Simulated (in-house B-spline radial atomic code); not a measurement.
Computed with a B-spline radial atomic code. Model: two electrons, singlet ground state, non-relativistic, full CI in B-splines with partial waves to l = 8 (at full coupling up to 3e-4 hartree above the limit, correlation up to 0.6 % small), density held at that of full coupling by Lieb maximisation.

Along the adiabatic connection the electron repulsion is scaled by a coupling λ while a local potential keeps the density fixed. At λ = 0 the system is the Kohn-Sham one and W equals the exchange energy; the exchange-correlation energy is the area under W between 0 and 1. The kinetic energy rises with λ as the electrons avoid each other, with dT/dλ = −λ dW/dλ.

Command:
```bash
python run_ac.py task.json out
```
Settings (lengths in bohr, energies in hartree):
```
potential              coulomb
strength               0.5
lmax                   8
wall_radius            1
```

Time taken, with all properties: 1.2 s on 1 thread of Intel(R) Xeon(R) Processor @ 2.30GHz, with other jobs on the host.

**W = mean repulsion less Hartree energy, and W of three functionals.**

Given: confinement point charge; nuclear charge 0.5; hard wall radius 1 bohr; external potential -Z/r.

Computed: LDA exchange minus exact 247.97 millihartree; PBE exchange minus exact 79.638 millihartree.

```
coupling  W xc (hartree)  W xc minus exchange (millihartree)  kinetic minus Kohn-Sham (millihartree)  LDA (PW92) W minus its exchange (millihartree)  PBE W minus its exchange (millihartree)  SCAN W minus its exchange (millihartree)
       0         -1.8088                                   0                                       0                                               0                                        0                                         0
    0.02         -1.8109                               -2.15                                       0                                           -13.5                                    -3.68                                     -1.95
    0.05         -1.8141                              -5.351                                     0.1                                          -28.21                                    -9.09                                     -4.84
    0.12         -1.8215                             -12.719                                     0.8                                          -55.33                                   -21.18                                    -11.43
    0.25         -1.8348                             -26.027                                     3.2                                           -94.6                                   -41.97                                    -23.22
     0.4               ?                                   ?                                       ?                                               ?                                        ?                                         ?
     0.6         -1.8683                             -59.577                                    17.4                                         -171.87                                   -90.36                                     -52.8
     0.8         -1.8861                             -77.362                                    29.8                                         -206.65                                  -114.43                                     -68.5
       1          -1.903                              -94.22                                      45                                         -237.31                                  -136.56                                    -83.46
     1.4         -1.9342                             -125.38                                    82.3                                         -289.95                                  -176.23                                   -111.37
       2         -1.9753                             -166.54                                   151.9                                         -354.28                                  -227.04                                   -148.99
       3         -2.0319                             -223.13                                   292.3                                         -437.47                                  -295.76                                   -202.63
     4.5               ?                                   ?                                       ?                                               ?                                        ?                                         ?
       7           -2.17                             -361.25                                   948.2                                         -635.47                                  -468.87                                   -346.84
      10         -2.2275                             -418.71                                  1430.7                                            -722                                  -547.42                                   -413.44
```

Question: What belongs in the row 0.4?

Answer: W xc (hartree): -1.8496; W xc minus exchange (millihartree): -40.8; kinetic minus Kohn-Sham (millihartree): 8; LDA (PW92) W minus its exchange (millihartree): -131.18; PBE W minus its exchange (millihartree): -63.86; SCAN W minus its exchange (millihartree): -36.25.

Question: What belongs in the row 4.5?

Answer: W xc (hartree): -2.0964; W xc minus exchange (millihartree): -287.6; kinetic minus Kohn-Sham (millihartree): 531.5; LDA (PW92) W minus its exchange (millihartree): -529.39; PBE W minus its exchange (millihartree): -374.74; SCAN W minus its exchange (millihartree): -267.29.

Question: What is the SCAN exchange minus exact?

Answer: -11.101 millihartree.

**Energy parts, natural occupations and partial-wave weights.**

Computed: total energy 9.1502 hartree; correlation energy -0.049249 hartree; kinetic part of the DFT correlation energy 0.04497 hartree; initial slope twice GL2 -0.1078 hartree; Hartree energy 3.6175 hartree; Kohn-Sham kinetic 9.8879 hartree; Lieb Oxford ratio E_xc over LDA exchange 1.1904.

| natural | occupation of the shell (electrons) |
| --- | --- |
| s | 1.9933 |
| p | 0.0060859 |
| d | 0.00027288 |
| s | 0.00019275 |
| f | ? |
| p | 3.4285e-05 |

Question: What belongs in the row f?

Answer: occupation of the shell (electrons): 3.645e-05.

```csv
wave,weight
s,0.99677
p,0.0030609
d,0.00014074
f,?
g,4.4972e-06
```

Question: What belongs in the row f?

Answer: weight: 1.9501e-05.

Question: What is the exchange energy?

Answer: -1.8088 hartree.

Question: What is the kinetic part over minus potential part?

Answer: 0.47729.

Half-way to full coupling W has made 53 % of its drop, against 50 % for a straight line, and second-order (GL2) theory, half the initial slope, overshoots the correlation energy by about 9 %: a moderate bend, as in light atoms. Over couplings 0 to 1 the errors in E_xc come to about +154 millihartree for LDA, +54 millihartree for PBE, -5.5 millihartree for SCAN, so SCAN is nearest. In LDA and PBE and SCAN the errors of exchange and correlation have opposite signs, so the sum is smaller than the larger of the two.
